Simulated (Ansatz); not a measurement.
A set of 12 reactions (atomization), with CCSD(T)/CBS values in kJ/mol:

```json
{"reaction": "`OBC=S` → B• + C• + 3 H• + O• + S•", "ΔE": "2719.0"}
{"reaction": "`[CH3][Al]1[CH]=[C]1F` → Al• + 3 C• + F• + 4 H•", "ΔE": "3463.8"}
{"reaction": "`[NH2][Al]([OH])[CH]=O` → Al• + C• + 4 H• + N• + 2 O•", "ΔE": "3476.6"}
{"reaction": "`N=[CH][Ga]([F])[SiH3]` → C• + F• + Ga• + 5 H• + N• + Si•", "ΔE": "3299.3"}
{"reaction": "`[F][GeH2][SiH2][SiH3]` → F• + Ge• + 7 H• + 2 Si•", "ΔE": "3202.1"}
{"reaction": "`C[O][Al]([NH2])[O]C` → Al• + 2 C• + 8 H• + N• + 2 O•", "ΔE": "5371.2"}
{"reaction": "`O[Si](O)(O)[S]`• → 3 H• + 3 O• + S• + Si•", "ΔE": "3126.3"}
{"reaction": "`CB(Br)CF` → B• + Br• + 2 C• + F• + 5 H•", "ΔE": "3772.0"}
{"reaction": "`CCCCl` → 3 C• + Cl• + 7 H•", "ΔE": "4128.3"}
{"reaction": "`C[Si]1(N)[AlH][Se]1` → Al• + C• + 6 H• + N• + Se• + Si•", "ΔE": "3713.3"}
{"reaction": "`Br[SiH2]C1=CN1` → Br• + 2 C• + 4 H• + N• + Si•", "ΔE": "3161.1"}
{"reaction": "`[SiH3]Cl` → Cl• + 3 H• + Si•", "ΔE": "1426.2"}
```

Program: Ansatz. Geometries: PBE0-D4/def2-TZVP. ΔE: electronic, gas phase. CCSD(T)/CBS is the MP2 limit (def2-TZVPP, def2-QZVPP) plus CCSD(T) − MP2 in def2-TZVPP, frozen cores. Small cases extrapolate CCSD(T) itself. DFT in def2-TZVPP. B3LYP here is the variant with VWN-RPA as its local correlation; programs differ in this. No spin–orbit coupling; open shells (•) take unrestricted orbitals. Spin–orbit coupling would lower the free atoms: a little for Al, B, C, Cl, F, O, S, Si; clearly for Br, Ga, Ge, Se. For Br, Ga, Ge, Se outer-core shells are correlated without core-valence functions, so the limit isn't a true one: a few kJ/mol of doubt a bond, and 10 to 20 or more in all where bonds break to atoms. Scalar relativity is left out up to krypton. Each species was taken in one conformer, which may not be the lowest.

Problem. Give the mean, mean absolute and largest difference (level minus CCSD(T)/CBS, kJ/mol) for: PBE-D4, r2SCAN-D4, PBE0-D4, B3LYP-D4, ωB97X-V, ωB97M-V, PBE, r2SCAN, B3LYP, HF/def2-TZVPP, MP2/def2-TZVPP, SCS-MP2/def2-TZVPP, CCSD(T)/def2-TZVPP, MP2/CBS(def2). (Estimate.)

Solution. The calculation gave: 
```json
{"level": "PBE-D4", "mean": "57.8", "mean absolute": "70.8", "largest": "120.7"}
{"level": "r2SCAN-D4", "mean": "5.8", "mean absolute": "13.9", "largest": "39.8"}
{"level": "PBE0-D4", "mean": "-10.1", "mean absolute": "32.8", "largest": "-63.2"}
{"level": "B3LYP-D4", "mean": "-12.4", "mean absolute": "13.8", "largest": "-45.9"}
{"level": "ωB97X-V", "mean": "6.2", "mean absolute": "9.2", "largest": "22.6"}
{"level": "ωB97M-V", "mean": "2.4", "mean absolute": "11.1", "largest": "-27.3"}
{"level": "PBE", "mean": "39.0", "mean absolute": "57.1", "largest": "106.1"}
{"level": "r2SCAN", "mean": "1.2", "mean absolute": "14.0", "largest": "36.2"}
{"level": "B3LYP", "mean": "-43.0", "mean absolute": "43.0", "largest": "-78.0"}
{"level": "HF/def2-TZVPP", "mean": "-965.9", "mean absolute": "965.9", "largest": "-1532.6"}
{"level": "MP2/def2-TZVPP", "mean": "-33.9", "mean absolute": "34.5", "largest": "-96.4"}
{"level": "SCS-MP2/def2-TZVPP", "mean": "-52.5", "mean absolute": "52.5", "largest": "-84.9"}
{"level": "CCSD(T)/def2-TZVPP", "mean": "-96.9", "mean absolute": "96.9", "largest": "-151.0"}
{"level": "MP2/CBS(def2)", "mean": "62.9", "mean absolute": "67.2", "largest": "109.6"}
```

The largest T1 diagnostic in the set is 0.018, for Al• (customary mark 0.045).

CCSD(T)/CBS is a level of theory with its own doubt, and the functionals carry their triple-zeta basis error, so these figures describe this set and don't rank the functionals.
